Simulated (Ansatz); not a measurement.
Calculated with Ansatz (gas phase, PBE0-D4/def2-TZVP geometries, no zero-point term in ΔE). CCSD(T)/CBS adds triple-zeta CCSD(T) − MP2 to the extrapolated MP2 energy (def2 sets, frozen cores). DFT in def2-TZVPP. B3LYP here is the variant with VWN-RPA as its local correlation; programs differ in this. HSE06 is defined as in plane-wave codes. For Ge outer-core shells are correlated without core-valence functions, which leaves a few kJ/mol of doubt a bond. Scalar relativity is left out up to krypton. Each species was taken in one conformer, which may not be the lowest.

Reaction (isomerisation): `N=C[CH2][GeH3]` → `C1[CH2][GeH2][NH]1`

`N=C[CH2][GeH3]`:

Z-matrix (Å, degrees):
```
C
C 1 1.487
Ge 1 1.977 2 110.8
H 1 1.093 2 110.9 3 -118.3
H 1 1.093 2 111.4 3 120.4
N 2 1.265 1 128.1 3 -102.6
H 2 1.096 1 115.3 3 75.6
H 3 1.536 1 109.1 2 65.0
H 3 1.537 1 109.5 2 -55.0
H 3 1.537 1 109.2 2 -174.9
H 6 1.023 2 110.7 1 -1.7
```

`C1[CH2][GeH2][NH]1`:

```xyz
11

C     0.907   -0.223    0.597
C     0.575   -0.277   -0.912
Ge   -1.229    0.340   -0.420
N    -0.194    0.620    1.092
H     0.901   -1.237    1.018
H     1.890    0.214    0.810
H     0.679   -1.254   -1.378
H     1.122    0.463   -1.496
H    -2.333   -0.742   -0.329
H    -1.838    1.617   -1.031
H    -0.480    0.478    2.050
```

| level | ΔE (kJ/mol) | difference from CCSD(T)/CBS |
| --- | --- | --- |
| LDA (SPW92) | -23.9 | -15.9 |
| PBE-D4 | -3.6 | 4.4 |
| revPBE-D4 | -1.1 | 6.9 |
| BLYP-D4 | 15.7 | 23.7 |
| r2SCAN-D4 | -2.3 | 5.7 |
| B97M-V | 1.6 | 9.6 |
| PBE0-D4 | -12.7 | -4.7 |
| B3LYP-D4 | 6.6 | 14.6 |
| HSE06-D4 | -12.8 | -4.8 |
| BHLYP-D4 | -1.1 | 6.9 |
| CAM-B3LYP-D4 | -1.0 | 7.0 |
| ωB97X-V | -11.0 | -3.0 |
| ωB97M-V | -7.2 | 0.8 |
| B2PLYP | 1.5 | 9.5 |
| PBE | -2.2 | 5.8 |
| revPBE | 5.4 | 13.4 |
| BLYP | 19.4 | 27.4 |
| r2SCAN | -2.2 | 5.8 |
| PBE0 | -11.8 | -3.8 |
| B3LYP | 9.0 | 17.0 |
| r2SCANh | -5.4 | 2.6 |
| r2SCAN0 | -10.2 | -2.2 |
| HSE06 | -12.0 | -4.0 |
| CAM-B3LYP | -0.1 | 7.9 |
| LC-ωPBE | -21.4 | -13.4 |
| RPA@PBE/def2-TZVPP | -1.5 | 6.5 |
| HF/def2-SVP | 12.1 | 20.1 |
| MP2/def2-SVP | -1.1 | 6.9 |
| CCSD/def2-SVP | 7.2 | 15.2 |
| CCSD(T)/def2-SVP | 9.6 | 17.6 |
| HF/def2-TZVPP | 12.4 | 20.4 |
| MP2/def2-TZVPP | -14.6 | -6.6 |
| SCS-MP2/def2-TZVPP | -7.4 | 0.6 |
| CCSD/def2-TZVPP | -4.1 | 3.9 |
| CCSD(T)/def2-TZVPP | -3.5 | 4.5 |
| HF/def2-QZVPP | 12.3 | 20.3 |
| MP2/def2-QZVPP | -17.2 | -9.2 |
| SCS-MP2/def2-QZVPP | -9.8 | -1.8 |
| HF/CBS(def2) | 12.3 | 20.3 |
| CCSD/CBS(def2) | -8.6 | -0.6 |
| CCSD(T)/CBS | -8.0 | 0 |

(1) What do rigid-rotor, harmonic-oscillator terms from PBE0-D4/def2-TZVP frequencies (298.15 K, 1 bar) make of the CCSD(T)/CBS value? (Best estimate.)

Largest T1 diagnostic among the species: 0.012.

## Answers

(1) Computed: ΔZPE = +10.8 kJ/mol, ΔH = +0.1 kJ/mol, ΔS = -26 J/(mol·K), ΔG = +8.0 kJ/mol.

From r2SCAN to r2SCAN0 (25 % exact exchange), in def2-TZVPP and without D4, ΔE moves by −8.1 kJ/mol. Leaving LDA and LC-ωPBE aside and taking each functional with its dispersion term where it has one, the values, not all of them listed here, spread over 35.0 kJ/mol, from PBE-QIDH to BLYP-D4. LDA lies −21.7 kJ/mol from PBE without D4.

CCSD(T)/CBS has its own doubt, a few kJ/mol and more with outer-core shells, so smaller differences from it don't rank the levels.
